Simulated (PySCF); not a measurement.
A species of formula C7H10S2 has this rotational fingerprint, computed with PBE0-D3(BJ)/def2-SVP geometry optimisation, gas phase in PySCF:

| Quantity | Value |
| --- | --- |
| Rotational constants | A = 2032, B = 738.3, C = 585.2 MHz |
| Dipole components | \|μa\| = 0.61 D, \|μb\| = 1.47 D, \|μc\| = 0.29 D |
| Inertial defect | -69.49 u·Å² |
| κ | -0.79 |

Question: Which candidate fits, each taken in the one conformer that was computed?
A. `[CH:1]#[C:2][C@H:3]([S:4][S:5][CH3:6])[CH:7]1[CH2:8][CH2:9]1` with C2–C3–S4–S5 60°, C3–S4–S5–C6 -94°, C2–C3–C7–C8 -90°
B. `[CH3:1][C:2]#[C:3]/[C:4](=[CH:5]\[S:6][CH3:7])[S:8][CH3:9]` with C4–C5–S6–C7 -174°, C3–C4–S8–C9 54°

Answer: A. It is C#C[C@H](SSC)C1CC1, an asymmetric top, point group C1. The candidates at the same level (rigid rotor, commonest isotopes):

```
            SMILES  A (MHz)  B (MHz)  C (MHz)  μa (D)  μb (D)  μc (D)  Δ (u·Å²)  point group           rotor
   CC#C/C(=C\SC)SC     1197    751.0    483.2    0.68    0.53    1.32    -49.23           C1  asymmetric top
C#C[C@H](SSC)C1CC1     2032    738.3    585.2    0.61    1.47    0.29    -69.49           C1  asymmetric top
```

`CC#C/C(=C\SC)SC` has A 41 % too low. No structure here is proved a minimum.
